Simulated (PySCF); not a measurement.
**Working with the constants of CaAl**

ROHF-CCSD(T) constants of CaAl, ²Π (doublet), unpaired electrons π ↑ (basis Ca pcseg-1, Al pcseg-1; no relativity; PySCF 2.14; masses 39.9626 and 26.9815 u):

* ωe: 158.8 cm⁻¹
* ωexe: 2.17 cm⁻¹
* Be: 0.097885 cm⁻¹
* αe: 0.00120 cm⁻¹
* D (centrifugal): 1.49e-07 cm⁻¹
* De to Ca + Al: 0.312 eV

Q: Give the vibrational terms G(v) and spacings up to v = 3.

A: G(v) = ωe(v+½) − ωexe(v+½)².

```csv
v,G(v) (cm⁻¹),G(v) − G(v−1),Bv (cm⁻¹)
0,79,,0.09728
1,233,154,0.09609
2,383,150,0.09488
3,529,146,0.09369
```

Q: How well does the Morse estimate ωe²/(4ωexe) reproduce De, and what is D0?

A: It gives 0.360 eV, 115 % of the computed De. D0 = De − G(0) = 0.312 − 0.010 = 0.302 eV.

Correlated steps freeze 10 core orbitals. The bond is weak. Basis-set superposition, not corrected here, can be much of De in a small basis, most of all at correlated wavefunction levels. The state is the lowest determinant that a PBE0 search found; another state may lie lower at other levels.
